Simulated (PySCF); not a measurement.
Mapped SMILES: `[CH:1]#[C:2][SiH2:3][N:4]([SiH3:5])[SiH3:6]`. Each H is labelled by its parent atom.

Geometry: PBE0-D3(BJ)/def2-SVP; GIAO shifts from PySCF, gas phase, non-relativistic, averaged over equivalent atoms.

At PBE0/6-31G* (114 basis functions, 13 s wall time on 1 thread of an Arm Neoverse V1, shared host):
```tsv
atoms	δ (ppm)
C1	92.1
C2	76.5
Si5/Si6	-13.9
Si3	-25.9
N4	-9.5
H(Si3)	5.10
H(Si5)/H(Si6)	5.02
H(C1)	2.40
```

References, each an isolated molecule treated in the same way: $^{13}$C (194.14 ppm), $^{29}$Si (418.09 ppm), $^{1}$H (31.96 ppm) vs TMS; $^{15}$N (259.38 ppm) against NH3.

Estimate the result of repeating the calculation with B3LYP/pcSseg-1.

Results:


```csv
atoms,δ at B3LYP/pcSseg-1,change
C1,101.1,+9.0
C2,86.6,+10.1
Si5/Si6,-47.0,-33.1
Si3,-52.9,-27.0
N4,2.5,+12.0
H(Si3),4.77,-0.33
H(Si5)/H(Si6),4.67,-0.35
H(C1),2.34,-0.06
```

Chemical shifts δ = σref − σ; $^{13}$C (179.24 ppm), $^{29}$Si (337.86 ppm), $^{1}$H (31.38 ppm) vs TMS; $^{15}$N (263.54 ppm) vs NH3, all at this level.

The largest change is at Si5/Si6 (silicon bonded to N, 3 H). Cost: 168 basis functions, 15 s wall time on 1 thread of an Arm Neoverse V2, shared host.

Experimental scales use liquid or dissolved standards, which lie at an offset from isolated NH3 (liquid NH3: subtract about 20 ppm).
